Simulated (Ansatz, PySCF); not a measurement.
Reaction (SMILES): CO[SiH3] [methoxysilane] → [SiH3] (SiH3) + C[O] (the O-Si bond at the site shown breaks; other sites are not compared here)
Each molecule is optimised on its own at B3LYP-D3(BJ)/def2-TZVP (Ansatz, a first-principles code). Frequencies are from Ansatz or PySCF.
Geometry of the first species:
```
O
C 1 1.4184
H 2 1.0897 1 108.09
H 2 1.0949 3 108.68 1 120.91
H 2 1.0949 3 108.68 4 118.17
Si 1 1.6455 2 123.36 3 180.00
H 6 1.4759 1 106.49 2 -180.00
H 6 1.4858 7 110.32 1 -120.46
H 6 1.4858 7 110.32 8 -119.08
```
Charge 0, spin multiplicity 1.

Property: bond dissociation energy (enthalpy at 298 K, with B3LYP-D3(BJ) rigid-rotor harmonic-oscillator terms), in kcal/mol. Valence correlation only, unless marked. Open shells are spin-unrestricted. No spin-orbit coupling. Non-relativistic. CBS(X,Y): correlation extrapolated as X^-3; Hartree-Fock from the larger set. [CCSD(T)-MP2]/basis is that difference in the basis named.

| level | program | bond dissociation energy (kcal/mol) | minus last row |
|---|---|---|---|
| HF/aug-cc-pV(D+d)Z | Ansatz | 74.3 | -37.6 |
| HF/aug-cc-pV(T+d)Z | Ansatz | 79.3 | -32.6 |
| HF/cc-pwCVTZ | Ansatz | 79.8 | -32.1 |
| SVWN5/def2-TZVPD | Ansatz | 117.1 | 5.2 |
| r2SCAN-D4/def2-TZVPD | Ansatz + dftd4 | 101.2 | -10.7 |
| B3LYP/def2-TZVPD | Ansatz | 101.4 | -10.5 |
| PBE0/6-31G* | Ansatz | 98.2 | -13.7 |
| PBE0-D4/def2-TZVP | Ansatz + dftd4 | 102.9 | -9.0 |
| r2SCANh/def2-TZVPD | Ansatz | 100.7 | -11.2 |
| r2SCAN0-D4/def2-TZVPD | Ansatz + dftd4 | 100.9 | -11.0 |
| HSE06/def2-TZVPD | Ansatz | 101.5 | -10.4 |
| CAM-B3LYP-D4/def2-TZVPD | Ansatz + dftd4 | 106.4 | -5.5 |
| LC-wPBE-D3(BJ)/def2-TZVPD | Ansatz + dftd3 | 105.6 | -6.3 |
| LC-wPBE/def2-TZVPD | Ansatz | 104.2 | -7.7 |
| wB97X-V/def2-TZVPD | Ansatz | 108.1 | -3.8 |
| B2PLYP/def2-TZVPD | Ansatz | 106.7 | -5.2 |
| MP2/cc-pV(D+d)Z | Ansatz | 106.8 | -5.1 |
| RI-MP2/CBS(cc-pV(T+d)Z,cc-pV(Q+d)Z) | Ansatz | 121.2 | 9.3 |
| CCSD(T)/6-31G* | Ansatz | 99.8 | -12.1 |
| CCSD(T)/cc-pV(T+d)Z | Ansatz | 108.2 | -3.7 |
| RI-MP2/CBS(aug-cc-pV(T+d)Z,aug-cc-pV(Q+d)Z)+[CCSD(T)-MP2]/aug-cc-pV(T+d)Z | Ansatz | 111.9 | 0.0 |
